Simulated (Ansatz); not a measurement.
Basis-set extrapolation for C3H4ClFSi, SMILES `C#CC[SiH](F)Cl` (PBE0-D4/def2-TZVP geometry, frozen core, Ansatz). Multiplicity 1, RHF reference.

```tsv
	def2-TZVPP	def2-QZVPP
HF	-963.988536	-964.020185
MP2 correlation	-1.022328	-1.106319
CCSD(T) correlation	-1.107153	not run
```

Energies in hartree. Use E(X) = E(∞) + A·exp(−7.88·√X) for Hartree–Fock and E(X) = E(∞) + B·X^(−2.97) for correlation, with X = 3 and 4, and add CCSD(T) minus MP2 of the smaller set to the MP2 limit.

Problem. What is the CCSD(T) energy at the basis-set limit?

Solution. HF limit: -964.020185 + (-0.031649) × 0.13774 = -964.02454. MP2 limit: -1.106319 + (-0.083991) × 0.74074 = -1.16853. Higher-order term: -1.107153 − (-1.022328) = -0.08483. Total: -965.27790 hartree, 4.96 eV below CCSD(T)/def2-TZVPP.
